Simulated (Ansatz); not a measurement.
C2H6Al (SMILES [CH3][Al][CH3]), doublet, geometry from GFN2-xTB (such geometries of metal compounds can be far from the true shape) (the spin is typed, not shown lowest). Base run: HF/3-21G run with Ansatz (a program for electronic structure).

Ansatz was given this input:
Ansatz 0.2 input:
```yaml
crystal:
  periodic: [false, false, false]
  atoms:
    - {symbol: Al, position_ang: [0.35199768, -0.19927276, 0.39218526]}
    - {symbol: C, position_ang: [1.16273168, 0.29965867, -1.38755194]}
    - {symbol: H, position_ang: [2.22627517, 0.03493887, -1.43926309]}
    - {symbol: H, position_ang: [1.09774163, 1.37516455, -1.59155831]}
    - {symbol: H, position_ang: [0.67263692, -0.20609115, -2.22804560]}
    - {symbol: C, position_ang: [-1.59435430, -0.05530867, 0.90665097]}
    - {symbol: H, position_ang: [-2.23287698, -0.73254228, 0.32682456]}
    - {symbol: H, position_ang: [-1.99441749, 0.95437693, 0.75535734]}
    - {symbol: H, position_ang: [-1.75559339, -0.30140102, 1.96368260]}
basis:
  gaussian:
    orbitals: 3-21G.json
hamiltonian:
  xc: hf
magnetization: {spin_polarized: true, initial_magnetization: 1}
```
The basis file holds 3-21G in the JSON format of the Basis Set Exchange.

Each row names what was changed in the base input (with any setting that the change needs).

```csv
change,ΔE vs base (mEh)
base,0.000
"point_charge = charge:0.5 position_ang:3.9142, 1.4293, -3.9905",-2.345
"point_charge = charge:1.0 position_ang:2.6414, -1.9486, -4.7552",-3.573
lower_state_search = off,0.000
forces = on,0.000
lower_state_search = light,0.000
accuracy = high,0.001
nuclear_model = gaussian,0.101
"point_charge = charge:-1.0 position_ang:-3.0312, -2.7999, 3.7908",-2.091
fitting.mean_field = cc-pVTZ-JKFIT,0.027
fitting.mean_field = def2-universal-JKFIT,0.028
```
